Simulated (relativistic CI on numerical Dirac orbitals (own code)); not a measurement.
Spin-allowed bands of a d2 ion in an octahedral site, by hand

Problem. Take Δ = 21700 cm⁻¹ and B = 550 cm⁻¹ for a d2 ion in an octahedral site. Calculate the three spin-allowed bands.

Working.
1. The terms of highest spin are 3F (energy 0) and 3P (15B = 8250 cm⁻¹). Here the F term splits into A2 at +1.2Δ = 26040, T2 at +0.2Δ = 4340 and T1 at −0.6Δ = -13020 cm⁻¹.
2. The two T1 states mix through the element 0.4Δ: H = [[-13020, 8680], [8680, 8250]], with roots ½(H₁₁ + H₂₂) ∓ ½√[(H₂₂ − H₁₁)² + 4H₁₂²] = ½(-4770) ∓ ½(27455) = -16113 and 11343 cm⁻¹.
3. The ground term is 3T1 at -16113 cm⁻¹.
4. Bands: 3T2 20453 cm⁻¹ (489 nm), 3T1(P) 27455 cm⁻¹ (364 nm), 3A2 42153 cm⁻¹ (237 nm).

Check. Exact diagonalisation of the whole d2 shell with these parameters gives 3T2 20453, 3T1 27455, 3A2 42153 cm⁻¹. The match is exact, since without spin-orbit coupling no other term has this spin. The ratio of the second band to the first, 1.342, depends on Δ/B = 39.5 alone, which is how a Tanabe-Sugano diagram is read.
